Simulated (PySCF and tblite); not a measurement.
Results of a calculation; reference values are marked as such.
5 regioisomers of C8H10O2:

| isomer | SMILES |
| --- | --- |
| A | [CH3:1][CH:2]([CH3:3])[c:4]1[cH:5][o:6][c:7]([CH:8]=[O:9])[cH:10]1 |
| B | [CH3:1][CH:2]([CH3:3])[c:4]1[cH:5][o:6][cH:7][c:8]1[CH:9]=[O:10] |
| C | [CH3:1][CH:2]([CH3:3])[c:4]1[cH:5][c:6]([CH:7]=[O:8])[cH:9][o:10]1 |
| D | [CH3:1][CH:2]([CH3:3])[c:4]1[cH:5][cH:6][c:7]([CH:8]=[O:9])[o:10]1 |
| E | [CH3:1][CH:2]([CH3:3])[c:4]1[cH:5][cH:6][o:7][c:8]1[CH:9]=[O:10] |

Protocol: conformer search, at most 4 conformers an isomer, GFN2-xTB geometries, energies PBE0/def2-SVP (D3(BJ) added where defined), weights at 298.15 K with GFN2-xTB thermal terms. Programs: PySCF with density fitting and tblite.

Equilibrium rotational constants and dipole components of each isomer's leading conformer, in random order:

```json
{"set": "P", "A (MHz)": "3077", "B (MHz)": "747", "C (MHz)": "690", "abs μa": "4.27", "abs μb": "0.87", "abs μc (D)": "0.00"}
{"set": "Q", "A (MHz)": "2692", "B (MHz)": "759", "C (MHz)": "677", "abs μa": "3.39", "abs μb": "1.91", "abs μc (D)": "0.00"}
{"set": "R", "A (MHz)": "3419", "B (MHz)": "696", "C (MHz)": "660", "abs μa": "2.89", "abs μb": "1.62", "abs μc (D)": "0.00"}
{"set": "S", "A (MHz)": "1610", "B (MHz)": "1361", "C (MHz)": "824", "abs μa": "1.03", "abs μb": "2.05", "abs μc (D)": "0.21"}
{"set": "T", "A (MHz)": "1652", "B (MHz)": "1267", "C (MHz)": "844", "abs μa": "0.37", "abs μb": "3.32", "abs μc (D)": "0.11"}
```

**Question.** Match sets and isomers.

**Answer.** P is D (Cs), Q is A (Cs), R is C (Cs), S is B (C1), T is E (C1).

The whole study took 40 min on 1 thread of Arm Neoverse N1 (shared host) (rough), peak memory 0.9 GiB, launched as `OMP_NUM_THREADS=1 python ens_run.py task.json out`.
